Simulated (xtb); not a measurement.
Al(OH)(NH2)2 (AlH5N2O), SMILES [NH2][Al]([NH2])[OH]. All values are semi-empirical tight-binding results from xtb (GFN2-xTB unless named), good for trends rather than for accurate numbers. Coordinates come from a GFN2-xTB optimisation. Other conformers were not sampled.

For metal compounds this method's bond lengths and energies can be far off.

Computed properties:
```
Property                                      Result
-------------------------------------  -------------
point group as xtb finds it                      C2v
orbital gap                                  4.09 eV
zero-point energy                      37.6 kcal/mol
G − E(el) at 298.15 K (modified RRHO)  19.0 kcal/mol
```
